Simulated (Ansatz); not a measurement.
Relaxation of Na₈H₇⁺ (charge 1, singlet) with RKS PBE0-D4/def2-SVP in Ansatz.

Positions (Å) and forces (eV/Å) at steps 21, 22, 23, 24, 25, 26, 27, 28, 29, 30, 31, 32, 33, 34, 35, 36, 37, 38, 39, 40 of 92:

```xyz
15
step=21 energy=-35404.3492 eV rejected
Na   -0.695   -0.017   -3.883   -0.053   -0.037   -0.044
Na    2.865   -1.450   -2.823    0.080   -0.479   -0.262
Na   -0.895    3.251   -2.000   -0.475    0.242   -0.142
Na   -0.033    2.276    1.578   -0.343    0.074    0.391
Na   -1.147   -1.360    2.871    0.015   -0.002   -0.017
Na    0.956   -1.837    0.285   -0.182   -0.422    0.149
Na    2.243    1.661   -1.049    1.091    0.513   -0.447
Na    4.634   -0.588    0.278    0.339   -0.333    0.178
H     0.523    2.868   -0.410   -0.560    0.381    0.213
H    -0.595    0.561    2.400    0.005    0.038   -0.021
H    -1.187    1.874   -3.393    0.019   -0.003    0.007
H    -3.670   -1.338    3.937    0.016    0.012   -0.001
H    -3.632   -2.068    3.723    0.005   -0.013   -0.003
H    -0.256   -2.730    1.634    0.024    0.043   -0.058
H     0.886   -1.102   -3.148    0.016   -0.013    0.056
15
step=22 energy=-35404.3803 eV
Na   -0.696   -0.017   -3.886    0.015    0.004    0.022
Na    2.866   -1.464   -2.831   -0.028    0.030    0.026
Na   -0.907    3.257   -2.002    0.041   -0.028    0.014
Na   -0.041    2.281    1.583   -0.009   -0.030   -0.002
Na   -1.150   -1.361    2.874    0.017   -0.003   -0.018
Na    0.958   -1.849    0.292   -0.023    0.019   -0.013
Na    2.268    1.687   -1.053   -0.104   -0.051    0.016
Na    4.639   -0.592    0.280   -0.013   -0.004   -0.021
H     0.523    2.870   -0.412    0.010   -0.013    0.005
H    -0.595    0.558    2.402    0.007    0.050   -0.023
H    -1.190    1.874   -3.392    0.016    0.000    0.007
H    -3.671   -1.338    3.937    0.016   -0.007   -0.006
H    -3.633   -2.068    3.723    0.004    0.005    0.002
H    -0.259   -2.738    1.643    0.029    0.047   -0.062
H     0.888   -1.102   -3.158    0.023   -0.020    0.053
15
step=23 energy=-35404.4002 eV
Na   -0.679   -0.030   -3.846    0.011   -0.006    0.029
Na    2.869   -1.491   -2.817    0.015    0.026    0.029
Na   -0.910    3.260   -1.991    0.028   -0.011    0.016
Na   -0.076    2.298    1.603    0.020    0.041   -0.034
Na   -1.133   -1.354    2.845    0.019    0.020   -0.025
Na    0.949   -1.837    0.229    0.011    0.036   -0.083
Na    2.227    1.666   -1.060   -0.078   -0.043    0.024
Na    4.644   -0.616    0.259   -0.011    0.005   -0.017
H     0.497    2.872   -0.393    0.013   -0.012    0.000
H    -0.605    0.583    2.394   -0.029   -0.038    0.029
H    -1.154    1.870   -3.380    0.022   -0.011   -0.003
H    -3.642   -1.336    3.926    0.013    0.013    0.000
H    -3.618   -2.068    3.718    0.008   -0.013   -0.005
H    -0.253   -2.695    1.575   -0.013    0.008   -0.011
H     0.885   -1.121   -3.063   -0.029   -0.013    0.052
15
step=24 energy=-35404.4292 eV
Na   -0.664   -0.061   -3.780   -0.035   -0.029    0.003
Na    2.876   -1.522   -2.798    0.082   -0.114   -0.051
Na   -0.918    3.269   -1.980   -0.114    0.067   -0.027
Na   -0.115    2.333    1.632   -0.061    0.103    0.066
Na   -1.111   -1.344    2.794    0.020    0.034   -0.028
Na    0.935   -1.818    0.124   -0.029   -0.106   -0.110
Na    2.179    1.636   -1.070    0.291    0.160   -0.109
Na    4.654   -0.643    0.231    0.100   -0.084    0.044
H     0.469    2.878   -0.372   -0.149    0.106    0.066
H    -0.627    0.618    2.400   -0.049   -0.083    0.058
H    -1.100    1.860   -3.360    0.029   -0.021   -0.008
H    -3.607   -1.336    3.911    0.012   -0.013   -0.007
H    -3.594   -2.070    3.707    0.010    0.014    0.002
H    -0.249   -2.648    1.479   -0.042   -0.012    0.025
H     0.872   -1.152   -2.918   -0.064   -0.022    0.074
15
step=25 energy=-35404.4856 eV
Na   -0.657   -0.117   -3.687   -0.036   -0.014    0.031
Na    2.888   -1.558   -2.781    0.078   -0.022   -0.012
Na   -0.925    3.278   -1.964   -0.039    0.017   -0.012
Na   -0.165    2.391    1.676    0.006    0.080   -0.009
Na   -1.088   -1.329    2.722    0.025    0.046   -0.034
Na    0.914   -1.800   -0.025   -0.026   -0.053   -0.206
Na    2.136    1.617   -1.087    0.130    0.099   -0.018
Na    4.673   -0.669    0.193    0.051   -0.021    0.013
H     0.441    2.892   -0.342   -0.064    0.045    0.032
H    -0.665    0.664    2.421   -0.059   -0.094    0.071
H    -1.025    1.834   -3.329    0.041   -0.033   -0.003
H    -3.561   -1.336    3.888    0.011   -0.039   -0.014
H    -3.560   -2.072    3.687    0.011    0.041    0.008
H    -0.255   -2.596    1.354   -0.056   -0.008    0.054
H     0.849   -1.198   -2.726   -0.073   -0.046    0.100
15
step=26 energy=-35404.4904 eV
Na   -0.652   -0.175   -3.591   -0.055   -0.012    0.034
Na    2.898   -1.588   -2.764    0.087   -0.012   -0.022
Na   -0.929    3.284   -1.951   -0.043    0.011   -0.022
Na   -0.205    2.440    1.717    0.011    0.081   -0.013
Na   -1.066   -1.314    2.653    0.031    0.058   -0.044
Na    0.886   -1.782   -0.178   -0.061   -0.112   -0.170
Na    2.097    1.604   -1.101    0.172    0.149   -0.010
Na    4.690   -0.690    0.154    0.066   -0.017    0.014
H     0.414    2.909   -0.313   -0.075    0.053    0.036
H    -0.700    0.706    2.445   -0.068   -0.110    0.083
H    -0.949    1.805   -3.298    0.056   -0.050    0.008
H    -3.519   -1.337    3.865    0.010   -0.055   -0.018
H    -3.529   -2.074    3.668    0.013    0.058    0.011
H    -0.262   -2.542    1.231   -0.069   -0.002    0.090
H     0.828   -1.248   -2.537   -0.075   -0.042    0.022
15
step=27 energy=-35404.5191 eV
Na   -0.683   -0.248   -3.509    0.002    0.030    0.069
Na    2.902   -1.588   -2.751    0.030    0.107    0.027
Na   -0.912    3.263   -1.930    0.029   -0.040   -0.014
Na   -0.222    2.481    1.752    0.078    0.016   -0.085
Na   -1.078   -1.283    2.608    0.050    0.051   -0.046
Na    0.830   -1.780   -0.287   -0.058   -0.078    0.002
Na    2.089    1.625   -1.099   -0.072    0.010    0.088
Na    4.696   -0.683    0.132   -0.017    0.059   -0.027
H     0.411    2.935   -0.277    0.045   -0.043   -0.023
H    -0.740    0.744    2.486   -0.057   -0.066    0.062
H    -0.890    1.750   -3.253    0.056   -0.040    0.029
H    -3.438   -1.335    3.795   -0.005   -0.024   -0.002
H    -3.451   -2.072    3.598    0.006    0.025    0.006
H    -0.310   -2.508    1.163   -0.047    0.027    0.071
H     0.795   -1.300   -2.427   -0.041   -0.034   -0.157
15
step=28 energy=-35404.5075 eV rejected
Na   -0.738   -0.331   -3.422   -0.005    0.031   -0.023
Na    2.902   -1.486   -2.733   -0.038    0.074   -0.009
Na   -0.842    3.216   -1.932   -0.016    0.016   -0.018
Na   -0.151    2.481    1.745    0.010   -0.037    0.011
Na   -1.082   -1.226    2.589    0.022    0.002    0.011
Na    0.712   -1.777   -0.378   -0.074   -0.191    0.230
Na    2.098    1.657   -1.076   -0.044    0.034    0.060
Na    4.656   -0.605    0.109    0.000    0.053    0.003
H     0.445    2.970   -0.258    0.059   -0.071   -0.032
H    -0.787    0.786    2.561    0.004    0.069   -0.013
H    -0.792    1.673   -3.210    0.044   -0.021    0.052
H    -3.385   -1.371    3.740   -0.023    0.029    0.024
H    -3.389   -2.105    3.538    0.005   -0.027   -0.009
H    -0.391   -2.485    1.150    0.020    0.069   -0.033
H     0.744   -1.396   -2.423    0.035   -0.031   -0.252
15
step=29 energy=-35404.5493 eV
Na   -0.701   -0.261   -3.484   -0.109   -0.067   -0.078
Na    2.910   -1.536   -2.748    0.071   -0.186   -0.137
Na   -0.896    3.251   -1.933   -0.200    0.104   -0.070
Na   -0.190    2.473    1.736   -0.154    0.061    0.208
Na   -1.069   -1.257    2.606    0.010    0.026    0.007
Na    0.783   -1.810   -0.304   -0.151   -0.381    0.017
Na    2.098    1.641   -1.081    0.598    0.417   -0.197
Na    4.684   -0.649    0.128    0.209   -0.143    0.091
H     0.421    2.936   -0.280   -0.266    0.207    0.135
H    -0.763    0.758    2.515   -0.025    0.012    0.027
H    -0.849    1.729   -3.231    0.040   -0.017    0.028
H    -3.432   -1.346    3.790   -0.006   -0.004    0.005
H    -3.438   -2.081    3.589    0.007    0.006    0.000
H    -0.341   -2.506    1.181   -0.015    0.028    0.017
H     0.783   -1.344   -2.484   -0.010   -0.062   -0.052
15
step=30 energy=-35404.5662 eV
Na   -0.722   -0.275   -3.470    0.025    0.002   -0.009
Na    2.923   -1.517   -2.765   -0.036    0.107    0.024
Na   -0.903    3.252   -1.938    0.041   -0.027    0.016
Na   -0.183    2.480    1.741    0.027   -0.045   -0.029
Na   -1.061   -1.231    2.609   -0.019    0.009    0.047
Na    0.729   -1.886   -0.324   -0.002   -0.053   -0.120
Na    2.147    1.721   -1.076   -0.096   -0.033    0.072
Na    4.710   -0.631    0.129   -0.039    0.057   -0.030
H     0.415    2.945   -0.276    0.067   -0.014   -0.015
H    -0.786    0.773    2.545   -0.002    0.078    0.008
H    -0.809    1.710   -3.205    0.017    0.005    0.017
H    -3.431   -1.354    3.789   -0.006    0.008    0.008
H    -3.431   -2.087    3.584    0.009   -0.006   -0.005
H    -0.377   -2.510    1.206    0.007    0.020   -0.026
H     0.779   -1.390   -2.550    0.008   -0.109    0.041
15
step=31 energy=-35404.6018 eV
Na   -0.733   -0.319   -3.428    0.018   -0.003   -0.077
Na    2.939   -1.431   -2.768   -0.101    0.075   -0.004
Na   -0.872    3.226   -1.927    0.030   -0.003    0.019
Na   -0.148    2.491    1.738   -0.025   -0.092    0.047
Na   -1.051   -1.172    2.606   -0.049   -0.026    0.083
Na    0.636   -1.959   -0.412   -0.009   -0.115   -0.041
Na    2.161    1.761   -1.052   -0.091   -0.026    0.045
Na    4.694   -0.572    0.101   -0.026    0.051   -0.010
H     0.437    2.968   -0.260    0.065   -0.010   -0.013
H    -0.840    0.823    2.613    0.049    0.185   -0.043
H    -0.720    1.659   -3.151    0.012    0.018    0.025
H    -3.416   -1.380    3.778   -0.011    0.028    0.017
H    -3.401   -2.110    3.567    0.013   -0.024   -0.012
H    -0.436   -2.475    1.206    0.057    0.036   -0.110
H     0.751   -1.509   -2.613    0.068   -0.096    0.075
15
step=32 energy=-35404.7043 eV
Na   -0.658   -0.349   -3.522   -0.009   -0.011   -0.049
Na    2.896   -1.328   -2.782   -0.105    0.022   -0.030
Na   -0.819    3.195   -1.913   -0.011    0.026    0.035
Na   -0.129    2.539    1.777   -0.040   -0.062    0.059
Na   -1.012   -1.103    2.630   -0.065   -0.006    0.057
Na    0.583   -2.118   -0.510   -0.067   -0.167    0.094
Na    2.119    1.796   -1.025   -0.073   -0.025    0.030
Na    4.630   -0.505    0.069   -0.001    0.041    0.001
H     0.452    3.031   -0.210    0.045   -0.023   -0.047
H    -0.857    0.909    2.683    0.057    0.122   -0.031
H    -0.597    1.613   -3.110    0.058   -0.001    0.024
H    -3.437   -1.425    3.806   -0.001   -0.017    0.000
H    -3.389   -2.150    3.576    0.017    0.025   -0.002
H    -0.468   -2.411    1.185    0.065    0.052   -0.071
H     0.686   -1.694   -2.652    0.132    0.024   -0.071
15
step=33 energy=-35404.7008 eV rejected
Na   -0.611   -0.350   -3.593   -0.124   -0.174   -0.095
Na    2.875   -1.238   -2.801    0.033   -0.729   -0.413
Na   -0.799    3.178   -1.899   -0.394    0.222   -0.076
Na   -0.117    2.564    1.789   -0.553    0.131    0.723
Na   -1.014   -1.047    2.664   -0.025   -0.016   -0.025
Na    0.528   -2.295   -0.556   -0.166   -0.160    0.049
Na    2.081    1.804   -1.004    1.083    0.396   -0.611
Na    4.583   -0.453    0.046    0.533   -0.447    0.229
H     0.461    3.057   -0.189   -0.772    0.595    0.351
H    -0.866    0.970    2.736    0.053    0.094   -0.026
H    -0.488    1.588   -3.067    0.069   -0.015    0.009
H    -3.439   -1.451    3.820    0.006   -0.081   -0.021
H    -3.365   -2.171    3.574    0.009    0.090    0.020
H    -0.487   -2.357    1.206    0.105    0.036   -0.143
H     0.659   -1.799   -2.724    0.142    0.057    0.030
15
step=34 energy=-35404.7223 eV
Na   -0.629   -0.346   -3.569    0.020   -0.042    0.028
Na    2.884   -1.309   -2.805   -0.116    0.009    0.008
Na   -0.819    3.190   -1.902   -0.008    0.023    0.041
Na   -0.145    2.564    1.799   -0.017   -0.041    0.033
Na   -1.026   -1.073    2.653   -0.014   -0.006   -0.023
Na    0.566   -2.207   -0.531   -0.091   -0.049    0.020
Na    2.098    1.801   -1.024   -0.087   -0.058    0.028
Na    4.615   -0.498    0.058   -0.012    0.035   -0.008
H     0.446    3.040   -0.193    0.029   -0.014   -0.044
H    -0.859    0.944    2.709    0.033    0.079   -0.007
H    -0.538    1.604   -3.087    0.062   -0.007    0.014
H    -3.435   -1.439    3.813    0.000   -0.041   -0.006
H    -3.373   -2.161    3.574    0.013    0.048    0.006
H    -0.466   -2.368    1.195    0.074    0.043   -0.096
H     0.681   -1.741   -2.691    0.116    0.022    0.005
15
step=35 energy=-35404.7444 eV
Na   -0.617   -0.357   -3.570    0.040   -0.025    0.042
Na    2.869   -1.309   -2.820   -0.096    0.008    0.019
Na   -0.843    3.186   -1.880    0.023    0.006    0.031
Na   -0.161    2.600    1.826    0.013   -0.011    0.005
Na   -1.025   -1.037    2.636    0.006    0.014   -0.023
Na    0.543   -2.268   -0.557   -0.058   -0.032    0.005
Na    2.055    1.781   -1.025   -0.107   -0.057    0.007
Na    4.588   -0.502    0.049   -0.012    0.033   -0.010
H     0.433    3.051   -0.180    0.004   -0.008   -0.017
H    -0.861    0.989    2.740    0.008    0.018   -0.001
H    -0.452    1.589   -3.039    0.049   -0.017    0.019
H    -3.422   -1.446    3.795    0.002   -0.040   -0.007
H    -3.341   -2.163    3.547    0.009    0.046    0.007
H    -0.447   -2.337    1.187    0.040    0.043   -0.073
H     0.682   -1.778   -2.708    0.080    0.023   -0.005
15
step=36 energy=-35404.7758 eV
Na   -0.587   -0.372   -3.561    0.045    0.002    0.051
Na    2.842   -1.315   -2.843   -0.031    0.005    0.026
Na   -0.860    3.188   -1.858    0.043   -0.016    0.018
Na   -0.178    2.648    1.873    0.046    0.036   -0.044
Na   -1.021   -0.994    2.609    0.028    0.043   -0.026
Na    0.524   -2.349   -0.596   -0.020   -0.016   -0.007
Na    1.966    1.747   -1.037   -0.123   -0.060   -0.013
Na    4.541   -0.508    0.036   -0.013    0.034   -0.012
H     0.397    3.071   -0.154   -0.013   -0.005    0.006
H    -0.864    1.040    2.772   -0.022   -0.065    0.018
H    -0.323    1.568   -2.972    0.038   -0.018    0.041
H    -3.407   -1.452    3.785    0.010   -0.049   -0.014
H    -3.299   -2.160    3.521    0.000    0.054    0.013
H    -0.421   -2.283    1.156   -0.004    0.038   -0.038
H     0.690   -1.828   -2.732    0.016    0.018   -0.020
15
step=37 energy=-35404.7838 eV
Na   -0.546   -0.385   -3.526   -0.311    0.115   -0.024
Na    2.817   -1.331   -2.873    1.018   -0.313   -0.551
Na   -0.875    3.198   -1.836    0.054   -0.035    0.003
Na   -0.197    2.704    1.925    0.056    0.081   -0.067
Na   -1.003   -0.944    2.570    0.031    0.063   -0.023
Na    0.513   -2.435   -0.641   -0.167   -0.094    0.168
Na    1.844    1.699   -1.064   -0.196    0.289    0.162
Na    4.482   -0.512    0.018    0.144    0.089    0.238
H     0.347    3.092   -0.124   -0.045    0.024    0.041
H    -0.876    1.094    2.799   -0.039   -0.130    0.034
H    -0.162    1.537   -2.863    0.000   -0.009    0.049
H    -3.385   -1.458    3.779    0.023   -0.071   -0.027
H    -3.254   -2.156    3.498   -0.010    0.074    0.025
H    -0.411   -2.217    1.101   -0.032    0.030   -0.022
H     0.706   -1.887   -2.762   -0.524   -0.112   -0.006
15
step=38 energy=-35404.7941 eV
Na   -0.587   -0.410   -3.458   -0.070   -0.210   -0.206
Na    2.916   -1.406   -2.963    0.079   -0.388   -0.150
Na   -0.872    3.195   -1.821   -0.044    0.019   -0.041
Na   -0.197    2.754    1.962   -0.242    0.261    0.385
Na   -0.980   -0.884    2.530    0.011    0.064    0.000
Na    0.442   -2.540   -0.692    0.073   -0.031   -0.017
Na    1.733    1.691   -1.034    0.978    0.277   -0.005
Na    4.436   -0.487   -0.027    0.397   -0.297    0.140
H     0.294    3.146   -0.086   -0.492    0.472    0.339
H    -0.900    1.148    2.827   -0.025   -0.149    0.019
H    -0.021    1.482   -2.740   -0.540   -0.027   -0.365
H    -3.367   -1.464    3.773    0.039   -0.107   -0.048
H    -3.215   -2.153    3.476   -0.021    0.112    0.042
H    -0.444   -2.165    1.054   -0.029    0.016   -0.074
H     0.762   -1.909   -2.800   -0.114   -0.013   -0.018
15
step=39 energy=-35404.7490 eV rejected
Na   -0.600   -0.464   -3.478    0.248    0.085    0.127
Na    2.966   -1.530   -3.007   -0.116    0.101    0.153
Na   -0.863    3.188   -1.794   -0.003   -0.083    0.017
Na   -0.287    2.873    2.088    0.054    0.020   -0.141
Na   -0.956   -0.840    2.479    0.001    0.069   -0.010
Na    0.438   -2.582   -0.739    0.092    0.075    0.000
Na    1.759    1.771   -1.038   -0.056   -0.241    0.008
Na    4.491   -0.536   -0.049   -0.033    0.034   -0.040
H     0.227    3.177    0.000    0.044    0.003   -0.042
H    -0.924    1.180    2.858   -0.009   -0.116    0.019
H    -0.035    1.431   -2.692   -0.118    0.075    0.020
H    -3.344   -1.457    3.769    0.038   -0.079   -0.040
H    -3.189   -2.140    3.463   -0.016    0.085    0.031
H    -0.466   -2.122    0.985   -0.018    0.005   -0.079
H     0.783   -1.949   -2.844   -0.109   -0.035   -0.024
15
step=40 energy=-35404.7987 eV
Na   -0.567   -0.423   -3.469    0.162    0.055    0.089
Na    2.927   -1.492   -2.961   -0.089    0.076    0.122
Na   -0.889    3.199   -1.806    0.026   -0.050    0.014
Na   -0.249    2.812    2.015    0.044    0.032   -0.096
Na   -0.971   -0.873    2.503    0.004    0.041   -0.015
Na    0.478   -2.530   -0.701    0.060    0.040   -0.011
Na    1.780    1.743   -1.034   -0.101   -0.169   -0.029
Na    4.492   -0.540   -0.017   -0.035    0.036   -0.036
H     0.260    3.170   -0.052    0.036   -0.014   -0.004
H    -0.901    1.143    2.827   -0.007   -0.076    0.016
H    -0.097    1.489   -2.739   -0.049    0.013    0.033
H    -3.349   -1.459    3.769    0.020   -0.023   -0.012
H    -3.206   -2.146    3.471   -0.002    0.028    0.005
H    -0.460   -2.151    1.012   -0.019    0.016   -0.052
H     0.750   -1.941   -2.818   -0.050   -0.004   -0.023
```

The restricted singlet is unstable towards broken spin symmetry in Hartree–Fock (as tested in another run); at PBE0-D4/def2-SVP this wasn't settled. In the singlet, H12 and H13 lie 0.76 Å apart (atoms count from 1), so H2 has formed as a molecule. Another isomer (singlet) lies 1.08 eV lower at PBE0-D4/def2-TZVP; other spin states weren't run for this one.
